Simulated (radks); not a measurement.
Ta LXXII, 2 electrons, occupied as 1s1 3s1 (not the ground configuration).

Calculated with a radial shooting solver on a logarithmic mesh with Libxc functionals: Dirac Kohn-Sham, LDA (Slater exchange, Perdew-Wang correlation), spin-unpolarised, spherical densities, finite nucleus; Fermi nuclear charge, rms radius 5.3507 fm.

Energy parts (eV):
| part | energy |
|---|---|
| total | -86797.27 |
| kinetic | 102364.15 |
| electron-nucleus | -189596.59 |
| Hartree | 991.01 |
| exchange-correlation | -555.83 |

Orbitals (lengths in bohr, moments of r in powers of bohr):
orbital  occ.  eigenvalue (eV)      <r>      <r^4>  small-component weight
1s1/2       1        -77546.11  0.01849  5.916e-07                7.65e-02
3s1/2       1        -8443.659   0.1714   0.001650                8.34e-03

The highest occupied level is 3s1/2 at -8443.7 eV. The density falls to 0.001 e/bohr^3 at r = 0.47 bohr. Summed over all electrons, <r^2> = 0.03410 bohr^2, which gives a Langevin (diamagnetic) susceptibility term of -0.027 x 10^-6 cm^3/mol.
